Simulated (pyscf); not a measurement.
## `[SH][GeH2]`, doublet

Gas-phase minimum from PySCF at ωB97X-D3(BJ)/def2-SVP, one conformer. Other isomers of HS–GeH₂• were not searched in full and may lie lower. 

```
Ge
H 1 1.5437
H 1 1.5491 2 110.56
S 1 2.2175 2 104.80 3 -118.10
H 4 1.3471 1 94.81 2 168.33
```
Charge 0, spin multiplicity 2.

Properties at ωB97X-D3(BJ)/def2-SVP:

| Item | Result |
|---|---|
| Harmonic wavenumbers, unscaled | 238, 423, 545, 642, 796, 850, 2095, 2147, 2763 cm⁻¹ |
| Zero-point energy | 15.0 kcal/mol |
| Rotational symmetry number | 1 |
| Entropy of this conformer at 298 K and 1 atm, rigid rotor and harmonic oscillator, modes under 100 cm⁻¹ raised to 100 | 285.4 J/(mol K) |
| Dipole moment | 1.22 D |
| Spin expectation value S2 | 0.753 |

Single-point totals, which compare only within one level (frozen core for MP2 and CC):

```tsv
level	total energy (hartree)
ωB97X-D3(BJ)/def2-TZVP	-2476.95896
PBE/def2-TZVP	-2476.49859
r²SCAN/def2-TZVP	-2476.95359
B3LYP-D3(BJ)/def2-TZVP	-2477.06421
PBE0-D3(BJ)/def2-TZVP	-2476.58989
M06-2X/def2-TZVP	-2476.96995
ωB97M-D3(BJ)/def2-TZVP	-2477.05515
UHF/def2-TZVPP	-2474.64851
MP2/def2-TZVPP	-2475.06741
CCSD/def2-TZVPP	-2475.09611
CCSD(T)/def2-TZVPP	-2475.11411
```

The CCSD(T) − MP2 part came from Ansatz, without density fitting, on the same reference. The frozen core leaves the outer d or s,p core shells of the metals and heavy elements correlated in the MP2 and CC values, and def2-TZVPP describes them poorly, so these totals are far from the basis limit. Elements up to Kr have no core potential and no relativistic terms here.
